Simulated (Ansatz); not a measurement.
Mulliken charges of CH₅NSSi (`NC([SiH3])=S`) from B3LYP/def2-TZVPP in Ansatz (PBE0-D4/def2-TZVP geometry).

```
atom   x (Å)   y (Å)   z (Å)  charge (e)
  N1  -0.229   1.391  -0.631      -0.206
  C2   0.001   0.078  -0.717       0.079
 Si3   0.168  -0.949   0.863       0.276
  S4   0.157  -0.740  -2.133      -0.310
  H5  -0.317   1.936  -1.476       0.163
  H6  -0.318   1.855   0.257       0.172
  H7   1.516  -1.559   0.889      -0.042
  H8  -0.890  -1.984   0.866      -0.042
  H9   0.001  -0.074   2.064      -0.089
```

Question: By hand: the dipole of these point charges (1 e Å = 4.8032 D).

Answer: Σ q r = (-0.088, 0.477, 0.519) e Å, of length 0.710 e Å = 3.41 D.

Question: How does the dipole of the full density compare? (Estimate.)

Answer: The calculation gave: (-0.113, 0.622, 0.488) e Å, 3.84 D; the point charges give 0.89 times that, at 9° from its direction.

Point charges leave out the atoms' own dipoles, such as those of lone pairs, and Mulliken's split depends on the basis, so the close match here is no proof of good charges.

B3LYP here is the variant with VWN-RPA as its local correlation; programs differ in this.
